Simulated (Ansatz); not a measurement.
Total energies of CH3F2GeN (`F[C@@H]1[NH][Ge@@H]1[F]`).

```xyz
8

F     0.2475   -1.3740    1.3544
C     0.4775   -0.1180    0.8451
N    -0.6691    0.6137    0.4390
Ge    0.1844    0.0840   -1.0646
F    -0.4260   -1.3287   -1.8640
H     1.2212    0.3669    1.4780
H    -1.5272    0.6573    0.9682
H     0.4917    1.0988   -2.1560
```

Total charge 0; spin multiplicity 1. Correlated methods include outer-core shells of Ge, which these sets cover unevenly. Scalar relativity is left out up to krypton. The structure was optimised at the PBE0-D4/def2-TZVP level. Basis def2-TZVPP, Ansatz.

RPA on PBE orbitals: Hartree–Fock energy of these orbitals -2368.31790 Eh, correlation -1.70815 Eh (frozen core).

```
             functional  energy without D4 (Eh)  D4 term (kJ/mol)
            LDA (SPW92)             -2366.23887                 –
                    PBE             -2370.84568             -14.7
                 revPBE             -2371.20352             -46.2
                   BLYP             -2371.46914             -32.8
                 r2SCAN             -2371.31697              -3.4
                 B97M-V             -2370.98904                 –
                r2SCANh             -2371.29097              -3.6
HSE06 (plane-wave form)             -2370.88526             -11.4
                  BHLYP             -2371.30131             -18.0
                LC-ωPBE             -2371.01609                 –
```

Task: Give the same for PBE0, B3LYP, r2SCAN0, CAM-B3LYP, ωB97X-V, ωB97M-V, B2PLYP, PBE-QIDH. (Estimate.)

Result: Ansatz gave: 
| functional | energy without D4 (Eh) | D4 term (kJ/mol) |
| --- | --- | --- |
| PBE0 | -2370.89724 | -12.2 |
| B3LYP | -2371.50236 | -23.8 |
| r2SCAN0 | -2371.25393 | -4.0 |
| CAM-B3LYP | -2371.48905 | -12.3 |
| ωB97X-V | -2371.17065 | – |
| ωB97M-V | -2371.25921 | – |
| B2PLYP | -2370.90802 | – |
| PBE-QIDH | -2370.53051 | – |

B3LYP takes the VWN-RPA correlation (the form of Gaussian; ORCA's B3LYP/G). HSE06 is the plane-wave form, built on full-range PBE exchange. The double hybrids freeze the cores in their second-order part.

LC-ωPBE has ω = 0.4 bohr⁻¹.
